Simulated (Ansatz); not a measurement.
Ga13Sb14H34, a nanocrystal cut from wurtzite GaSb (hydrogen-capped). Charge 0, multiplicity 2. Geometry PBE-D4/def2-SVP, that of the charge +1 singlet; atoms count from 1.

```xyz
61

Sb   -2.030    4.174   -1.239
Ga   -3.032    3.028    1.020
Sb   -1.315    3.766    2.940
Sb    2.144    4.271    0.506
Ga    1.284    3.127    2.824
Sb   -3.194    1.072   -3.424
Ga   -1.011    2.630   -3.195
Ga   -4.228   -0.157   -1.223
Sb   -2.627    0.437    0.782
Ga   -3.698   -0.758    3.027
Sb    0.811    1.107   -2.003
Ga    2.877    2.719   -1.568
Ga   -0.088   -0.114    0.209
Sb    1.264    0.527    2.410
Sb   -1.565   -2.128    3.851
Ga    0.452   -0.648    4.771
Sb    4.632    1.256   -0.143
Ga    3.837    0.032    2.157
Sb   -3.766   -2.760   -1.658
Sb   -0.347   -2.363   -4.169
Ga    1.642   -0.571   -3.887
Ga   -1.284   -3.710   -1.994
Sb    0.026   -2.770    0.088
Ga   -0.863   -4.172    2.292
Sb    3.307   -2.275   -2.634
Ga    2.466   -3.621   -0.420
Sb    3.928   -2.580    1.569
H    -3.269    5.109   -1.968
H    -0.951    5.478   -0.960
H    -4.483    3.605    1.232
H    -1.558    5.392    3.427
H    -1.889    3.000    4.356
H     1.143    5.535   -0.082
H     3.501    5.258    0.861
H     2.131    3.753    3.995
H    -4.412    2.061   -4.115
H    -2.991    0.047   -4.785
H    -0.612    3.403   -4.506
H    -5.762    0.199   -1.167
H    -3.998    0.494    3.945
H    -4.800   -1.697    2.391
H     3.502    3.496   -2.785
H    -2.141   -2.911    5.270
H    -0.053    0.604    5.595
H     1.715   -1.524    5.143
H     5.932    2.312    0.229
H     5.510    0.252   -1.222
H     4.855    0.451    3.284
H    -4.869   -3.425   -2.790
H    -4.349   -3.548   -0.257
H    -1.564   -1.678   -5.165
H     0.209   -3.510   -5.316
H     2.195    0.019   -5.237
H    -1.248   -5.245   -2.346
H    -2.118   -4.932    1.702
H     0.468   -4.871    2.783
H     4.839   -1.520   -2.472
H     3.787   -3.423   -3.815
H     2.753   -5.150   -0.667
H     3.369   -3.366    2.981
H     5.533   -3.185    1.573
```

In the def2 sets Sb takes a core potential; there is no spin–orbit coupling. Single mean-field runs in def2-SVP are fitted with def2-universal-jkfit.

(1) Estimate the Mulliken populations of the heavy atoms from the PBE0/def2-SVP orbitals of Ansatz.

(2) Where does the spin sit?

(3) And the Mayer bond orders between heavy atoms (over 0.3)?

Results:

(1) 
| atom | charge (e) | spin (α − β) |
| --- | --- | --- |
| Sb1 | 0.00 | 0.07 |
| Ga2 | 0.14 | 0.03 |
| Sb3 | 0.09 | -0.01 |
| Sb4 | 0.00 | 0.07 |
| Ga5 | 0.14 | 0.03 |
| Sb6 | 0.00 | 0.07 |
| Ga7 | 0.17 | 0.01 |
| Ga8 | 0.14 | 0.03 |
| Sb9 | -0.26 | -0.01 |
| Ga10 | 0.18 | 0.00 |
| Sb11 | -0.26 | -0.01 |
| Ga12 | 0.17 | 0.01 |
| Ga13 | -0.01 | 0.06 |
| Sb14 | -0.26 | -0.01 |
| Sb15 | -0.13 | 0.00 |
| Ga16 | 0.18 | 0.00 |
| Sb17 | 0.00 | 0.07 |
| Ga18 | 0.14 | 0.03 |
| Sb19 | 0.09 | -0.01 |
| Sb20 | 0.00 | 0.07 |
| Ga21 | 0.17 | 0.01 |
| Ga22 | 0.14 | 0.03 |
| Sb23 | -0.26 | -0.01 |
| Ga24 | 0.18 | 0.00 |
| Sb25 | 0.00 | 0.07 |
| Ga26 | 0.14 | 0.03 |
| Sb27 | 0.09 | -0.01 |
Mulliken values depend strongly on the basis.

(2) Summed by element: Sb 0.33, Ga 0.31, H 0.36, of 1 unpaired in all. Largest on single atoms: Sb17 0.07, Sb25 0.07, Sb4 0.07.

(3) Sb1–Ga2 0.69 (2.72 Å); Sb1–Ga7 0.76 (2.69 Å); Ga2–Sb3 0.73 (2.68 Å); Ga2–Sb9 0.86 (2.63 Å); Sb3–Ga5 0.73 (2.68 Å); Sb4–Ga5 0.69 (2.72 Å); Sb4–Ga12 0.76 (2.69 Å); Ga5–Sb14 0.86 (2.63 Å); Sb6–Ga7 0.76 (2.69 Å); Sb6–Ga8 0.69 (2.72 Å); Ga7–Sb11 0.79 (2.66 Å); Ga8–Sb9 0.86 (2.63 Å); Ga8–Sb19 0.73 (2.68 Å); Sb9–Ga10 0.56 (2.76 Å); Sb9–Ga13 0.85 (2.66 Å); Ga10–Sb15 0.76 (2.67 Å); Sb11–Ga12 0.79 (2.66 Å); Sb11–Ga13 0.76 (2.68 Å); Sb11–Ga21 0.79 (2.66 Å); Ga12–Sb17 0.76 (2.69 Å); Ga13–Sb14 0.85 (2.66 Å); Ga13–Sb23 0.85 (2.66 Å); Sb14–Ga16 0.56 (2.76 Å); Sb14–Ga18 0.86 (2.63 Å); Sb15–Ga16 0.76 (2.67 Å); Sb15–Ga24 0.76 (2.67 Å); Sb17–Ga18 0.69 (2.72 Å); Ga18–Sb27 0.73 (2.68 Å); Sb19–Ga22 0.73 (2.68 Å); Sb20–Ga21 0.76 (2.69 Å); Sb20–Ga22 0.69 (2.72 Å); Ga21–Sb25 0.76 (2.69 Å); Ga22–Sb23 0.86 (2.63 Å); Sb23–Ga24 0.56 (2.76 Å); Sb23–Ga26 0.86 (2.63 Å); Sb25–Ga26 0.69 (2.72 Å); Ga26–Sb27 0.73 (2.68 Å).
